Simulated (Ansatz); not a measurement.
C₂H₂N₂O₂Sn (`O=C=[N][SnH2][N]=C=O`), 9 atoms. Total charge 0; spin multiplicity 1. Correlated methods include outer-core shells of Sn, which these sets cover unevenly. Sn: def2 effective core potential. All runs use 4 threads of an Arm Neoverse V2 on a shared host. Correlated methods freeze the cores.

Task: How many basis functions does each run have, and how long does it take in Ansatz? direct RPA on PBE orbitals/def2-TZVPP energy; RKS PBE0-D4/def2-SVP energy; RHF-CCSD(T)/def2-TZVPP energy; RKS ωB97M-V/def2-QZVPP energy; RKS PBE-QIDH (frozen core)/def2-TZVPP energy; RKS CAM-B3LYP-D4/def2-TZVPP energy; RKS LC-ωPBE/def2-TZVPP energy; RHF-MP2/def2-QZVPP energy; RHF-CCSD(T)/def2-SVP energy; RKS PBE0-D4/def2-TZVP relaxation (58 steps); RKS PBE0-D4/def2-QZVPP energy; RKS B97M-V/def2-TZVPP energy. (Estimate.)

Result: Computed: Other jobs shared the machine, so times are rough.

```json
{"level": "RKS PBE0-D4/def2-SVP", "job": "energy", "functions": "120", "wall time": "1.3 s", "peak host memory (GiB)": "0.27"}
{"level": "RKS LC-ωPBE/def2-TZVPP", "job": "energy", "functions": "264", "wall time": "2.8 s", "peak host memory (GiB)": "0.49"}
{"level": "RKS CAM-B3LYP-D4/def2-TZVPP", "job": "energy", "functions": "264", "wall time": "4 s", "peak host memory (GiB)": "0.81"}
{"level": "direct RPA on PBE orbitals/def2-TZVPP", "job": "energy", "functions": "264", "wall time": "6.5 s", "peak host memory (GiB)": "0.75"}
{"level": "RKS PBE-QIDH (frozen core)/def2-TZVPP", "job": "energy", "functions": "264", "wall time": "7 s", "peak host memory (GiB)": "0.76"}
{"level": "RKS B97M-V/def2-TZVPP", "job": "energy", "functions": "264", "wall time": "8 s", "peak host memory (GiB)": "0.44"}
{"level": "RKS PBE0-D4/def2-QZVPP", "job": "energy", "functions": "484", "wall time": "9 s", "peak host memory (GiB)": "1.8"}
{"level": "RHF-CCSD(T)/def2-SVP", "job": "energy", "functions": "120", "wall time": "16 s", "peak host memory (GiB)": "0.79"}
{"level": "RKS ωB97M-V/def2-QZVPP", "job": "energy", "functions": "484", "wall time": "17 s", "peak host memory (GiB)": "2.1"}
{"level": "RHF-MP2/def2-QZVPP", "job": "energy", "functions": "484", "wall time": "19 s", "peak host memory (GiB)": "2.8"}
{"level": "RKS PBE0-D4/def2-TZVP", "job": "relaxation (58 steps)", "functions": "248", "wall time": "4.1 min", "peak host memory (GiB)": "0.7"}
{"level": "RHF-CCSD(T)/def2-TZVPP", "job": "energy", "functions": "264", "wall time": "6.9 min", "peak host memory (GiB)": "7.7"}
```

LC-ωPBE has ω = 0.4 bohr⁻¹.
